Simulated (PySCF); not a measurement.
## Nickel: a sound run and one with changed settings

Sound run: Ni [Ar] 3d8 4s2, Ni⁺ [Ar] 3d9. Computed with PySCF 2.14 in aug-cc-pVDZ (7s6p4d2f, 59 functions), with no relativity, point nucleus. In the sound run the correlated levels freeze [Ar]. The sound run starts from symmetry-adapted Hartree-Fock orbitals and uses a fine grid where one is needed.

Changed run: initial guess atom, at most 50 SCF cycles, level shift 0.5 hartree.

| species | method | sound run (hartree) | changed run (hartree) | converged |
| --- | --- | --- | --- | --- |
| Ni | UHF | -1506.87637 | -1506.82703 | yes |
| Ni | M06-L | -1508.23832 | -1508.24580 | no |
| Ni | B3LYP | -1508.34380 | -1508.35496 | no |
| Ni⁺ | UHF | -1506.59446 | -1506.59444 | yes |
| Ni⁺ | M06-L | -1507.96514 | -1507.96509 | no |
| Ni⁺ | B3LYP | -1508.06449 | -1508.06497 | no |
| Ni⁺ | MP2 | -1506.91961 | -1506.86792 | yes |

The plain start fixes occupations by D2h representation alone, and Ni at UHF landed in another state (other ⟨L²⟩ or ⟨S²⟩). A level shift leaves the converged SCF energy unchanged but raises the virtual orbital energies, which shrinks MP2 if it is not removed.
